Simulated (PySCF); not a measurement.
## Au(2+): ionisation energy

Au(2+) [Xe] 4f14 5d9 (2D) → Au(3+) [Xe] 4f14 5d8 (3F), as a difference of total energies. Computed with PySCF 2.14 in aug-cc-pVTZ-PP with one added diffuse shell each of s, p, d, f, g type with ECP60MDF (7s7p6d4f3g, 113 functions), with a scalar-relativistic core potential. Correlated levels: valence: 5s2 5p6 frozen. The calculations carry no spin-orbit coupling.

```json
{"method": "UHF", "ionisation energy (eV)": "30.835"}
{"method": "LDA", "ionisation energy (eV)": "33.294"}
{"method": "PBE", "ionisation energy (eV)": "32.847"}
{"method": "PBE0", "ionisation energy (eV)": "32.667"}
{"method": "r2SCAN", "ionisation energy (eV)": "32.479"}
{"method": "r2SCANh", "ionisation energy (eV)": "32.459"}
{"method": "wB97X-V", "ionisation energy (eV)": "32.631"}
{"method": "r2SCAN0", "ionisation energy (eV)": "32.430"}
{"method": "MP2 (valence)", "ionisation energy (eV)": "32.636"}
{"method": "SCS-MP2 (valence)", "ionisation energy (eV)": "32.532"}
```

Problem. How much does correlation contribute at MP2 (valence)?

Solution. 32.636 − (30.835) = 1.801 eV, measured against UHF.

The reference lies between the lowest fine-structure levels, while these numbers refer to the centres of the terms.

Errors of the correlated levels include the incompleteness of this basis and the frozen core.

For comparison: 30 ± 1.6 eV (theoretical estimate listed by NIST; NIST Atomic Spectra Database, ionization energies).
